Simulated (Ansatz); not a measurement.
Computed with Ansatz on PBE0-D4/def2-TZVP structures; ΔE is electronic, products minus reactants. CCSD(T)/CBS adds triple-zeta CCSD(T) − MP2 to the extrapolated MP2 energy (def2 sets, frozen cores). This one scheme is used for every species. One conformer a species, not always the lowest.

`C[SiH2]B(F)F` + `S[SiH](Cl)Cl` → `C[SiH2]S[SiH](Cl)Cl` + `FBF`  (cleavage of the Si–B bond)

`C[SiH2]B(F)F`:

Cartesian coordinates in Å:
```
C -0.307 -0.429 1.406
Si 0.297 0.670 0.016
B 0.057 -0.206 -1.806
F -0.467 -1.412 -1.946
F 0.416 0.399 -2.924
H 0.239 -1.374 1.417
H -1.369 -0.655 1.286
H -0.169 0.056 2.374
H -0.441 1.964 -0.002
H 1.745 0.987 0.178
```

`S[SiH](Cl)Cl`:

Cartesian coordinates in Å:
```
S 0.922 1.422 0.316
Si -0.061 -0.364 -0.239
Cl 1.363 -1.537 -1.099
Cl -0.875 -1.320 1.371
H -0.193 1.950 0.854
H -1.156 -0.150 -1.203
```

`C[SiH2]S[SiH](Cl)Cl`:

```xyz
12

C     0.318    1.631   -0.410
Si   -0.431    0.212   -1.350
S    -1.527   -1.162   -0.091
Si   -0.121   -1.635    1.397
Cl    1.761   -1.884    0.631
Cl    0.003   -0.188    2.840
H    -0.437    2.145    0.186
H     1.113    1.293    0.257
H     0.748    2.344   -1.119
H    -1.487    0.674   -2.285
H     0.597   -0.543   -2.107
H    -0.537   -2.887    2.052
```

`FBF`:

Z-matrix (Å, degrees):
```
B
F 1 1.313
F 1 1.313 2 118.1
H 1 1.191 2 121.0 3 180.0
```

```tsv
species	HF/def2-QZVPP energy (Eh)
`C[SiH2]B(F)F`	-553.54748
`S[SiH](Cl)Cl`	-1606.86346
`C[SiH2]S[SiH](Cl)Cl`	-1936.06935
`FBF`	-224.37644
```

Work out ΔE.

ΔE = (-1936.06935) + (-224.37644) − (-553.54748) − (-1606.86346) = -0.03485 Eh = -91.5 kJ/mol. CCSD(T)/CBS gives -99.7 kJ/mol.

Largest T1 diagnostic among the species: 0.013.

In def2-TZVPP, CCSD(T) changes the Hartree–Fock value by −4.3 kJ/mol (the triples alone add −2.6 kJ/mol) and MP2 by −19.1 kJ/mol. The D4 term adds −16.8 kJ/mol with B3LYP and −9.7 kJ/mol with PBE0; it sums over pairs of atoms, weighted by their polarisabilities, and B3LYP, whose exchange is more repulsive, gets the larger term.

B3LYP here is the variant with VWN-RPA as its local correlation; programs differ in this.
